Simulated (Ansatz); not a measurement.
H2Sb (SMILES [SbH2]), charge 0, multiplicity 2, relaxed at each level with Ansatz (a quantum-chemistry and plane-wave program); harmonic frequencies from differences of analytic forces, average atomic masses, frozen cores. Open shells are unrestricted. Elements past Kr take the def2 small-core potentials, without spin–orbit coupling.

```tsv
level	Sb1–H2 (Å)	Sb1–H3 (Å)	H2–Sb1–H3 (°)	dipole (D)
HF/def2-TZVPP	1.7003	1.7003	92.3	0.18
PBE/def2-TZVPP	1.7284	1.7284	89.6	0.38
r2SCAN/def2-TZVPP	1.7120	1.7120	89.9	0.29
B3LYP/def2-TZVPP	1.7177	1.7177	90.4	0.40
PBE0/def2-TZVPP	1.7115	1.7115	90.3	0.28
wB97X-V/def2-TZVPP	1.7030	1.7030	90.9	0.24
MP2/def2-TZVPP	1.7055	1.7055	90.9	0.24
CCSD(T)/def2-SVP	1.7236	1.7236	90.4	0.18
CCSD(T)/def2-TZVPP	1.7184	1.7184	90.7	0.25
```
